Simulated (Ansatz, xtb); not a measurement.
**Relative energy of two isomers of BH8NPSi+**

Structure a: `[SiH3]NB[PH3+]`, a singlet. Structure b: `NB[PH2+][SiH3]`, a singlet. Both are isolated ions in the gas phase, relaxed with BLYP-D3(BJ)/def2-SVP; the shapes shown needn't be the lowest conformers.

a (Å):

```xyz
12

B    -1.0127   -1.1416    1.4003
N    -0.5917    0.0663    1.9108
P    -1.9113   -1.2476   -0.3702
Si    0.2488    0.3017    3.5320
H    -0.6278    1.2096    4.3259
H     1.5666    0.9292    3.2275
H     0.3604   -1.0663    4.1049
H    -0.7382    0.9337    1.3781
H    -0.9033   -2.2231    1.9175
H    -1.2239   -2.1002   -1.2760
H    -2.0982   -0.0344   -1.0883
H    -3.2098   -1.8193   -0.2848
```

b (Å):

| atom | x (Å) | y (Å) | z (Å) |
| --- | --- | --- | --- |
| B | -1.8738 | 0.4182 | -0.8771 |
| N | -2.9751 | -0.3581 | -1.1646 |
| P | -1.5669 | 1.1087 | 0.9429 |
| Si | 0.3744 | 0.3223 | 1.9752 |
| H | -3.7221 | -0.6196 | -0.5149 |
| H | -3.1267 | -0.7278 | -2.1102 |
| H | -1.0165 | 0.7123 | -1.6686 |
| H | -2.6724 | 0.9076 | 1.8184 |
| H | -1.4697 | 2.5267 | 0.8717 |
| H | 0.4226 | 1.0453 | 3.2758 |
| H | 1.4435 | 0.6975 | 1.0090 |
| H | 0.1337 | -1.1432 | 2.0859 |

Quicker runs give these differences E(b) − E(a): GFN2-xTB +0.224 eV; HF/STO-3G −0.131 eV (at GFN2-xTB geometries); r2SCAN-D4/def2-SVP −0.240 eV (at GFN2-xTB geometries).

Q: Estimate E(b) − E(a) at the level CCSD(T)/def2-SVP + ΔMP2/def2-TZVPP.

A: Too close to call at this level: CCSD(T)/def2-SVP + ΔMP2/def2-TZVPP gives E(b) − E(a) = −0.050 eV.

How the difference moves with the method:

```
                             level              geometry  E(b) − E(a) (eV)  departure from the last row (eV)  job, with rough time for the two
                          GFN2-xTB              GFN2-xTB              +0.224                            +0.274              optimisation, 0.55 s
                         HF/STO-3G              GFN2-xTB              −0.131                            −0.081              single point, 0.46 s
                r2SCAN-D4/def2-SVP              GFN2-xTB              −0.240                            −0.190               single point, 3.1 s
              BLYP-D3(BJ)/def2-SVP  BLYP-D3(BJ)/def2-SVP              −0.150                            −0.100                optimisation, 38 s
                       HF/def2-SVP  BLYP-D3(BJ)/def2-SVP              −0.036                            +0.014           part of the CCSD(T) run
                      MP2/def2-SVP  BLYP-D3(BJ)/def2-SVP              −0.053                            −0.003           part of the CCSD(T) run
                  CCSD(T)/def2-SVP  BLYP-D3(BJ)/def2-SVP              −0.072                            −0.022                      single point
CCSD(T)/def2-SVP + ΔMP2/def2-TZVPP  BLYP-D3(BJ)/def2-SVP              −0.050                                                  single point, 27 s
```

As drawn, b has 1 P–Si, 1 N–H in place of 1 N–Si, 1 P–H.

GFN2-xTB puts the two in the other order. The largest departure from CCSD(T)/def2-SVP + ΔMP2/def2-TZVPP is that of GFN2-xTB, 0.274 eV. The last row adds to CCSD(T) the change of the MP2 difference between the two basis sets, here +0.022 eV.

With harmonic frequencies from BLYP-D3(BJ)/def2-SVP (ideal gas, rigid rotor, one conformer each, 298.15 K, 1 atm): the zero-point term adds +0.051 eV; ΔH is +0.004 and ΔG −0.012 eV.

The correlated steps freeze 12 core orbitals. Mirror images aren't counted in ΔG. Run with Ansatz 0.2.0, xtb 6.7.1; the last row on 2 threads of Intel(R) Xeon(R) Platinum 8259CL CPU @ 2.50GHz (Skylake/Cascade Lake) on a shared host.
